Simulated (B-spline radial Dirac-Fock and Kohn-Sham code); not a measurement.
## The Lβ2 (L3-N5) line from Pd to La

These are calculated numbers from an atomic code on a B-spline grid; the model is Dirac-Fock ΔSCF + Breit + QED. Free neutral atoms. The model has no electron correlation.

The screening constant σ is defined by E = 0.1875·Ry·(Z − σ)², the hydrogen-like form of Moseley's law.

```
 Z  element  computed (eV)  tabulated (eV)     √E      σ
46       Pd         3173.2          3171.8  56.33  10.73
47       Ag         3349.0          3347.8  57.87  10.77
48       Cd         3529.9          3528.2  59.41  10.80
49       In              ?               ?      ?      ?
50       Sn         3906.7          3904.9  62.50  10.87
51       Sb         4102.6          4100.8  64.05  10.90
52       Te         4303.6          4301.6  65.60  10.93
53        I         4509.6          4507.5  67.15  10.96
54       Xe         4720.6          4714.7  68.71  10.98
55       Cs         4936.9          4935.4  70.26  11.01
56       Ba         5158.3          5157.1  71.82  11.03
57       La         5384.6          5383.8  73.38  11.06
```

Question: Estimate the missing row, In.

Answer: Computed 3715.7 eV, tabulated 3713.9 eV, √E = 60.96, σ = 10.84.

Tabulated energies: xraylib 4.2 line table, elements in their standard states.
